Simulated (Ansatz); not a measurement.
Consider the formal exchange of groups at the Si–Si bond: `[SiH3][SiH2][CH2][GaH2]` + `[SiH3][GaH2]` → `[SiH3][SiH2][GaH2]` + `[SiH3][CH2][GaH2]`.

Computed with Ansatz on PBE0-D4/def2-TZVP structures; ΔE is electronic, products minus reactants. CCSD(T)/CBS adds triple-zeta CCSD(T) − MP2 to the extrapolated MP2 energy (def2 sets, frozen cores). DFT in def2-TZVPP. For Ga outer-core shells are correlated without core-valence functions, which leaves a few kJ/mol of doubt a bond. Scalar relativity is left out up to krypton. Each species was taken in one conformer, which may not be the lowest.

```json
{"level": "r2SCAN-D4", "ΔE (kcal/mol)": "-2.3"}
{"level": "ωB97X-V", "ΔE (kcal/mol)": "-2.0"}
{"level": "PBE", "ΔE (kcal/mol)": "-2.1"}
{"level": "MP2/CBS(def2)", "ΔE (kcal/mol)": "-2.7"}
```

**Question.** What does CCSD(T)/CBS give? (Best estimate.)

**Answer.** Ansatz gave: -2.3 kcal/mol. The listed levels differ from it by 0.0, 0.3, 0.2, -0.4 kcal/mol.

Largest T1 diagnostic among the species: 0.014.
